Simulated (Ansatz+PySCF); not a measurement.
## singlet BeH₂: levels of theory in one basis

```xyz
3

H     0.0000    0.0000   -1.4061
Be    0.0000    0.0000    0.0000
H     0.0000    0.0000    1.4061
```

Basis set: 6-31G (spherical functions). All electrons are correlated. Charge 0, multiplicity 1.

Computed with Ansatz (development build ahead of 0.2.0); each method stands on the lowest determinant of its kind that the runs found.

```json
{"method": "RHF", "E − E(RHF) (eV)": "0.00", "<S²> of the determinant": "0.00"}
{"method": "RHF-CCSD", "E − E(RHF) (eV)": "-1.14", "<S²> of the determinant": "–"}
{"method": "RHF-CCSD(T)", "E − E(RHF) (eV)": "-1.15", "<S²> of the determinant": "–"}
{"method": "full CI (lowest root of this spin)", "E − E(RHF) (eV)": "-1.16", "<S²> of the determinant": "–"}
```

Task: What does RHF-MP2 give on the same scale?

Result: -0.81 eV.

Task: Is a single determinant a sound starting point here?

Result: By this sign, yes. Unrestricted orbitals gain 0.00 eV and <S²> is 0.00 against 0.00 for a pure state.
